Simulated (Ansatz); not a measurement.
Gas-phase electronic energies from Ansatz, PBE0-D4/def2-TZVP geometries. CBS: MP2 limit from def2 TZ/QZ plus the TZ coupled-cluster correction, frozen cores. DFT in def2-TZVPP. HSE06 is defined as in plane-wave codes. For As, Ga outer-core shells are correlated without core-valence functions, which leaves a few kJ/mol of doubt a bond. Scalar relativity is left out up to krypton.

Reaction (redistribution): `C[As](C)[SiH3]` + `[BH2][GaH][CH3]` → `[BH2][GaH][SiH3]` + `C[As](C)C`

```csv
level,ΔE (kJ/mol)
r2SCAN-D4,12.6
r2SCAN0-D4,13.6
HSE06-D4,12.2
ωB97M-V,14.7
PBE,9.7
r2SCAN,12.3
RPA@PBE/def2-TZVPP,10.0
MP2/def2-TZVPP,17.5
```

Task: What does CCSD(T)/CBS give? (Estimate.)

Result: Computed: +15.7 kJ/mol. The listed levels differ from it by -3.1, -2.1, -3.5, -1.0, -6.0, -3.4, -5.7, 1.8 kJ/mol.

Largest T1 diagnostic among the species: 0.014.

Leaving LDA and LC-ωPBE aside and taking each functional with its dispersion term where it has one, the values, not all of them listed here, spread over 6.5 kJ/mol, from B97M-V to ωB97M-V.
